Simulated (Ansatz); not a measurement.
The same path of AlClFH₅OSi (10 atoms, charge 0, multiplicity 1) was run twice with different band settings. Lost on the way: F9–H10. Made: Cl2–H10.

Method: RKS PBE0-D4/6-31G* (Ansatz).

Relaxed end points:

```xyz
10
Properties=species:S:1:pos:R:3
Al -0.281 0.034 0.043
Cl -0.140 -0.409 2.165
O 0.956 -0.616 -0.918
Si 2.371 -1.375 -1.251
H 2.116 -2.690 -1.901
H 3.190 -0.540 -2.174
H 3.163 -1.612 -0.009
H -1.710 0.350 -0.526
F 0.450 1.825 0.560
H 0.518 1.627 1.500
```

```xyz
10
Properties=species:S:1:pos:R:3
Al -0.193 0.400 -0.281
Cl 0.051 -0.035 2.301
O 1.002 -0.614 -0.924
Si 2.384 -1.415 -1.276
H 2.073 -2.701 -1.962
H 3.256 -0.603 -2.172
H 3.150 -1.723 -0.033
H -1.723 0.131 -0.519
F 0.271 1.939 0.200
H 0.360 1.214 2.158
```

Common settings: spring 5.0 eV/Å²; optimiser quadratic models (default); start path through a guess of the saddle point; force threshold 0.03 eV/Å; end points relaxed.

| run | movable images | climbing image | iteration limit |
| --- | --- | --- | --- |
| 1 | 7 | yes | 56 |
| 2 | 4 | no | 60 |

Problem. What does each run give, and how far can it be trusted?

Solution. Run 1: converged after 33 iterations, highest image 0.240 eV above the first end. A vibrational analysis at the climbing image gives one clearly imaginary mode, 556i cm⁻¹: a first-order saddle point.
Run 2: converged after 21 iterations, highest image 0.155 eV above the first end. No image climbed, so the highest image needn't sit at the top of the path.
The orbitals stay closed-shell, which can raise the energy where a bond breaks towards radicals; this wasn't checked here.
